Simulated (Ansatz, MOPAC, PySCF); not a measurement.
System: HSeCl2, net charge 1, singlet state. SMILES: Cl[SeH+]Cl
Geometry: optimised at B3LYP-D3(BJ)/def2-TZVP (Ansatz, a program for electronic structure).

Unscaled harmonic wavenumbers (cm⁻¹) in rising order, each level at the stationary point that it reaches from this structure (no distance between atoms moves by over 0.3 Å); the order of modes can differ between levels, and a negative number is imaginary. B3LYP-D3(BJ)/def2-TZVP (PySCF, at the structure above): 164, 427, 433, 752, 811, 2284.

AM1 (MOPAC): 161, 480, 496, 788, 883, 1966. Zero-point energy 6.8 against 7.0 kcal/mol; where all levels lie over 400 cm⁻¹, the wavenumbers are on average 0.999 times those of B3LYP-D3(BJ)/def2-TZVP.

PM7 (MOPAC): 130, 417, 421, 689, 722, 2232. Zero-point energy 6.6 against 7.0 kcal/mol; where all levels lie over 400 cm⁻¹, the wavenumbers are on average 0.928 times those of B3LYP-D3(BJ)/def2-TZVP.

HF/6-31G* with LANL2DZ past Ar (Ansatz): 170, 414, 429, 799, 912, 2449. Zero-point energy 7.4 against 7.0 kcal/mol; where all levels lie over 400 cm⁻¹, the wavenumbers are on average 1.087 times those of B3LYP-D3(BJ)/def2-TZVP.

B3LYP/6-31G* with LANL2DZ past Ar (Ansatz): 145, 361, 370, 717, 797, 2187. Zero-point energy 6.5 against 7.0 kcal/mol; where all levels lie over 400 cm⁻¹, the wavenumbers are on average 0.965 times those of B3LYP-D3(BJ)/def2-TZVP.
